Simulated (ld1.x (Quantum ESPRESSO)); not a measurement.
The numbers below are computed, except where a source is named.
Pseudopotentials across the periodic table

Generated with ld1.x 7.5 (TM, RRKJ, ultrasoft, PAW), atompaw 4.2 or ONCVPSP 4.0.1. The cutoff is in Ry: for ld1.x and atompaw files where the sum of valence levels is converged to 10 mRy in a Bessel basis, for ONCV files where the hardest occupied wave has 1 mHa per electron of residual kinetic energy. The error is the largest all-electron minus pseudo excitation energy over each file’s own four to seven test configurations (ionisations up to +4, promotions, holes and added fractions of an electron), all of which were solved. The labels leave out finer settings (local radius, basis sizes, second energies), which also bear on the numbers. Spin-polarised tests are not counted. The rows are a selection from randomly drawn settings: files with unsolved tests, undetermined cutoffs or missed reference levels are left out.

A true bound ghost makes a file unfit for plane-wave use even where its test errors are small: the radial tests pick states by their node count and pass the ghost by.

```csv
element,potential,cutoff (Ry),largest error (meV),bound ghosts
O,"RRKJ, PBEsol, scalar-relativistic, rc 0.85/0.90/0.85 (spd), local smoothed, core correction no, reference 2s2 2p3",120,+479,none
O,"RRKJ, PBE, scalar-relativistic, rc 0.65/1.10 (sp), local smoothed, core correction yes, reference 2s2 2p4",100,+896,none
Ar,"RRKJ, BLYP, non-relativistic, rc 1.05/1.40 (sp), local s, core correction no, reference 3s2 3p6",70,+280,none
Ar,"PAW, PBE, scalar-relativistic, rc 1.25/1.45/1.30 (spd), local smoothed, core correction yes, reference 3s2 3p6",30,-64,none
Mn,"ultrasoft, PBE, scalar-relativistic, rc 2.45/2.70/1.90 (spd), local smoothed, core correction no, reference 3d5 4s1.75 4p0.25",30,+483,none
Ni,"RRKJ, PBE, non-relativistic, rc 1.95/3.05/1.55 (spd), local p, core correction no, reference 3d8 4s1.75 4p0.25",80,-1006,s
Br,"TM, revPBE, scalar-relativistic, rc 1.50/1.65 (sp), local smoothed, core correction yes, reference 4s2 4p5",45,-6.1,none
Te,"ultrasoft, PBE, scalar-relativistic, rc 1.90/2.25/2.10 (spd), local smoothed, core correction yes, reference 5s2 5p3",10,-204,s
```

(1) Fill in the row for C: TM semilocal, PBEsol, scalar-relativistic, rc 0.80/1.80 (sp), local s, core correction no, reference 2s2 2p2.

Results:

(1) cutoff 100 Ry, largest error +448 meV, bound ghosts: none.
